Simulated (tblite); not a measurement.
Species: C4H11B2NO2.
Numbering: `[CH:1]#[N+:2][B@H-:3]([CH3:4])[B:5]([O:6][CH3:7])[O:8][CH3:9]` (hydrogens: H10 on C1; H11 on B3; H12, H13, H14 on C4; H15, H16, H17 on C7; H18, H19, H20 on C9)
Bond orders are those of one Lewis drawing.

Computed with GFN2-xTB (tblite), gas phase: L-BFGS steps from a force-field or distance-geometry start until the largest atomic force falls under 0.01 eV/Å.

Step 74: E = -753.7355 eV
```
atom  x, y, z in Å  |  force x, y, z in eV/Å
C1      1.9518   -1.4769    1.6702   -0.002   0.018   0.060
N2      1.4703   -1.1776    0.6638    0.018  -0.001  -0.068
B3      0.9250   -0.7272   -0.5811   -0.028  -0.028  -0.086
C4      2.1316    0.0168   -1.4110    0.009   0.002  -0.011
B5     -0.3872    0.3156   -0.1197   -0.033   0.025   0.053
O6     -0.2109    1.6597   -0.1346   -0.011   0.038   0.054
C7     -1.2216    2.5708    0.2458    0.002  -0.003  -0.047
O8     -1.6289   -0.1035    0.2736   -0.071   0.018  -0.025
C9     -2.0713   -1.4235    0.3979   -0.008  -0.006   0.041
H10     2.3206   -1.6825    2.6315    0.012  -0.016   0.024
H11     0.5224   -1.6983   -1.1490    0.022  -0.021  -0.036
H12     2.7082    0.6870   -0.7796   -0.015   0.024   0.014
H13     1.7116    0.6140   -2.2142    0.008  -0.018  -0.007
H14     2.8224   -0.6994   -1.8544   -0.026   0.017   0.035
H15    -1.3818    2.5371    1.3292    0.027  -0.008  -0.081
H16    -2.1702    2.3434   -0.2498    0.067  -0.030   0.019
H17    -0.8876    3.5690   -0.0460   -0.006  -0.032   0.034
H18    -1.4932   -2.1193   -0.2163    0.031   0.064   0.005
H19    -3.1208   -1.4647    0.0951    0.010   0.020   0.000
H20    -1.9955   -1.7298    1.4457   -0.007  -0.063   0.021
```

Step 75: E = -753.7377 eV
```
atom  x, y, z in Å  |  force x, y, z in eV/Å
C1      1.9481   -1.4698    1.6697   -0.029   0.018  -0.037
N2      1.4670   -1.1845    0.6585    0.022  -0.013  -0.011
B3      0.9156   -0.7362   -0.5848    0.027   0.042  -0.080
C4      2.1222    0.0238   -1.4052   -0.022  -0.020   0.048
B5     -0.3927    0.3082   -0.1225   -0.052   0.044   0.037
O6     -0.2077    1.6505   -0.1399   -0.004   0.062   0.071
C7     -1.2092    2.5708    0.2432    0.028   0.012  -0.046
O8     -1.6387   -0.1040    0.2655   -0.062  -0.053  -0.008
C9     -2.0722   -1.4271    0.3997   -0.027  -0.031   0.033
H10     2.3296   -1.6807    2.6239    0.019  -0.013   0.054
H11     0.5154   -1.7036   -1.1564    0.031  -0.049  -0.051
H12     2.6758    0.7058   -0.7682    0.008   0.044   0.050
H13     1.7100    0.6125   -2.2163   -0.042  -0.008  -0.051
H14     2.8316   -0.6813   -1.8312    0.011  -0.035   0.000
H15    -1.3685    2.5379    1.3270    0.026  -0.012  -0.091
H16    -2.1584    2.3532   -0.2529    0.030  -0.037   0.013
H17    -0.8664    3.5668   -0.0478   -0.004  -0.044   0.039
H18    -1.4934   -2.1248   -0.2141    0.024   0.102   0.039
H19    -3.1225   -1.4789    0.0985    0.027   0.036   0.021
H20    -1.9909   -1.7280    1.4503   -0.012  -0.045  -0.030
```

Task: Estimate the geometry and energy of step 76. (The exact step hangs on the optimiser's Hessian estimate; all steps are aligned on step 75, rigid shifts and turns removed.)

Result: E = -753.7391 eV, largest force 0.122 eV/Å
```
atom  x, y, z in Å  |  force x, y, z in eV/Å
C1      1.9454   -1.4720    1.6666   -0.042   0.019  -0.078
N2      1.4630   -1.1905    0.6543    0.029  -0.016   0.023
B3      0.9098   -0.7399   -0.5889    0.043   0.068  -0.049
C4      2.1187    0.0250   -1.4017    0.050   0.026   0.012
B5     -0.3959    0.3093   -0.1272   -0.054   0.038   0.021
O6     -0.2084    1.6514   -0.1479   -0.003   0.051   0.079
C7     -1.2056    2.5730    0.2432    0.033   0.003  -0.033
O8     -1.6435   -0.1016    0.2584   -0.054  -0.075   0.011
C9     -2.0703   -1.4265    0.4020   -0.026  -0.030   0.019
H10     2.3372   -1.6905    2.6157    0.005  -0.002   0.028
H11     0.5085   -1.7051   -1.1626    0.042  -0.052  -0.054
H12     2.6424    0.7352   -0.7635   -0.040  -0.038  -0.042
H13     1.7127    0.5889   -2.2381    0.014  -0.081   0.046
H14     2.8550   -0.6778   -1.7944   -0.068   0.059   0.035
H15    -1.3613    2.5335    1.3271    0.020  -0.011  -0.082
H16    -2.1566    2.3615   -0.2508    0.014  -0.041   0.002
H17    -0.8613    3.5698   -0.0413    0.006  -0.034   0.027
H18    -1.4904   -2.1253   -0.2102    0.028   0.110   0.046
H19    -3.1204   -1.4860    0.1019    0.022   0.043   0.033
H20    -1.9844   -1.7220    1.4542   -0.017  -0.036  -0.045
```

The energy changes by -0.0014 eV. The first-order estimate −F·Δx gives -0.0026 eV and the mean of the old and new forces, exact on a quadratic surface, -0.0012 eV. The step makes an angle of 84° with the force vector and moves no atom by more than 0.045 Å.

What follows is the cost of the whole relaxation. Hardware: one thread, Arm Neoverse N1 (aarch64), shared host with 64 logical CPUs at a one-minute load of 58. Cost: 1.5 s wall.
